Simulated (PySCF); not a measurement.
C2H2N3, SMILES N1=CN=C[N]1, multiplicity 2. Atoms are numbered in the order given.

```xyz
7

C      0.0000     1.0508     0.3286
N      0.0000     0.0000     1.1578
C      0.0000    -1.0508     0.3286
N      0.0000    -0.6184    -0.9472
N      0.0000     0.6184    -0.9472
H      0.0000     2.1016     0.6066
H      0.0000    -2.1016     0.6066
```
Charge 0, spin multiplicity 2.

The structure is a stationary point at PBE0-D3(BJ)/def2-SVP. The isomer is the one that the SMILES or the coordinates give; other isomers of the formula were not compared.

The numbers are results of PySCF with SMD-B3LYP/def2-SVP, not measurements.

Solvation free energies are E(SMD) − E(gas) at the gas-phase geometry, for 1 M in both phases. In vacuum the dipole moment is 0.70 D.

Computed solvation free energies in water, 2-propanol, ethylethanoate:
```tsv
solvent	ΔG(solv) (kcal/mol)	its non-electrostatic (CDS) part	dipole (D)
water	-5.1	-0.6	0.83
2-propanol	-4.7	-0.4	0.82
ethylethanoate	-5.9	-2.5	0.80
```
